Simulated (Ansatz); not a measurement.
Program: Ansatz. Geometries: PBE0-D4/def2-TZVP. ΔE: electronic, gas phase. CCSD(T)/CBS adds triple-zeta CCSD(T) − MP2 to the extrapolated MP2 energy (def2 sets, frozen cores). Functionals use def2-TZVPP. B3LYP here is the variant with VWN-RPA as its local correlation; programs differ in this. def2 core potentials past Kr. For Hf outer-core shells are correlated without core-valence functions, which leaves a few kJ/mol of doubt a bond. One conformer a species, not always the lowest.

`CC[N](C)[Hf]([F])([F])[F]` + `N[SiH2]CCl` → `CN[SiH2]CCl` + `C[N](C)[Hf]([F])([F])[F]`  (substitution at a C–C bond)

(1) Is it downhill or uphill in electronic energy at CCSD(T)/CBS, and by how much? (Best estimate.)

(2) What do these levels give: r2SCAN-D4, PBE0-D4, B3LYP-D4, PBE, r2SCAN, PBE0, B3LYP, MP2/def2-TZVPP, SCS-MP2/def2-TZVPP, CCSD/def2-TZVPP, HF/def2-QZVPP, MP2/def2-QZVPP? (Estimate.)

Largest T1 diagnostic among the species: 0.015.

Results:

(1) Ansatz gave: Uphill: ΔE = +47.2 kJ/mol.

(2) Ansatz gave: r2SCAN-D4 44.9, PBE0-D4 42.7, B3LYP-D4 40.2, PBE 40.7, r2SCAN 44.8, PBE0 42.2, B3LYP 39.3, MP2/def2-TZVPP 49.0, SCS-MP2/def2-TZVPP 45.5, CCSD/def2-TZVPP 45.5, HF/def2-QZVPP 38.6, MP2/def2-QZVPP 49.4 kJ/mol.

In def2-TZVPP, CCSD(T) changes the Hartree–Fock value by +7.5 kJ/mol (the triples alone add +0.9 kJ/mol) and MP2 by +10.1 kJ/mol.
